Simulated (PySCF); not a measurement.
## Induced dipoles and field energies

Species: C5H8O2Si.
Cartesian coordinates in Å at the GFN2-xTB level; atoms count from 1:
```xyz
16
C5H8O2Si angstrom
C     -2.4454   -0.8121   -0.2407
C     -1.3113    0.1389   -0.1056
C     -1.2583    1.4948   -0.0474
C      0.1120    1.8525    0.0839
C      0.7936    0.6764    0.0970
O      2.0918    0.4319    0.1990
Si     2.8009   -1.0490    0.1934
O     -0.0486   -0.3715   -0.0167
H     -3.3754   -0.2574   -0.3165
H     -2.3235   -1.4288   -1.1304
H     -2.4937   -1.4751    0.6224
H     -2.0889    2.1690   -0.0918
H      0.5282    2.8348    0.1571
H      4.1777   -0.6049    0.3363
H      2.3120   -1.8515    1.3142
H      2.5212   -1.7390   -1.0655
```

Level: PBE0/def2-SVPD (PySCF); nuclei fixed, core orbitals frozen in the response. Permanent dipole (-0.578, -0.759, -0.086) D (1 au = 2.5417 D). Static polarisability (au):

```
x   110.49  -2.81   3.74
y    -2.81  93.45   0.88
z     3.74   0.88  65.48
```

Only the terms in μ and α are kept: μ(F) = μ + αF and ΔE = −μ·F − ½ F·αF.

Problem. A field of 0.001 au (0.051 V/Å) is applied along each axis in both senses. Find the induced dipole, the size of the total dipole and the two energy terms.

Solution. 
```tsv
field along	induced x (D)	induced y (D)	induced z (D)	total size (D)	−μ·F (kJ/mol)	−½F·αF (kJ/mol)
+x	0.281	-0.007	0.010	0.825	+0.597	-0.145
−x	-0.281	0.007	-0.010	1.145	-0.597	-0.145
+y	-0.007	0.238	0.002	0.788	+0.784	-0.123
−y	0.007	-0.238	-0.002	1.152	-0.784	-0.123
+z	0.010	0.002	0.166	0.950	+0.089	-0.086
−z	-0.010	-0.002	-0.166	0.994	-0.089	-0.086
```

Problem. For the field (0.0004, -0.0004, 0.0001) au, what is the induced dipole, and what angle does it make with the field?

Solution. αF = (0.116, -0.098, 0.020) D, at 5.6° to the field. The polarisability along this direction, F·αF/F², is 104.28 au, against a mean of 89.81 au.

Problem. Which field along μ doubles the dipole in that direction (linear response)?

Solution. The polarisability along the dipole is 97.27 au, so F = 0.3769 au / 97.27 au = 0.0039 au = 0.20 V/Å; higher-order terms are ignored.

Problem. What field makes μF equal to kT at 298 K?

Solution. kT = 0.9437 × 10⁻³ Eh, so F = 0.0025 au = 12.9 MV/cm.

Problem. Induction energy −ᾱe²/2R⁴ of a unit charge at 11 Å, the molecule taken as a point?

Solution. R = 20.79 bohr, so the energy is −89.8/(2 × 20.79⁴) Eh = -0.631 kJ/mol. The charge–dipole term at its most favourable orientation, −μe/R², is -2.29 kJ/mol.

One conformer (not necessarily the lowest) at the GFN2-xTB geometry, without solvent, vibrations or thermal averaging.
